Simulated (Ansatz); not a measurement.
Q: Name a neutral molecule of C, Cl, N, Zr and H with HOMO–LUMO gap (ωB97M-V/def2-TZVPP) between 10.00 and 10.30 eV and ideal-gas entropy at 298 K and 1 bar (rigid rotor, harmonic PBE0-D4/def2-TZVP) between 472 and 488 J/(mol·K) (Ansatz, PBE0-D4/def2-TZVP geometry).

A: `CC(C)[NH][Zr]([Cl])([Cl])[Cl]` (10.02 eV, 484 J/(mol·K)). Other molecules can fit too; these were computed, each in one conformer that needn't be the lowest.
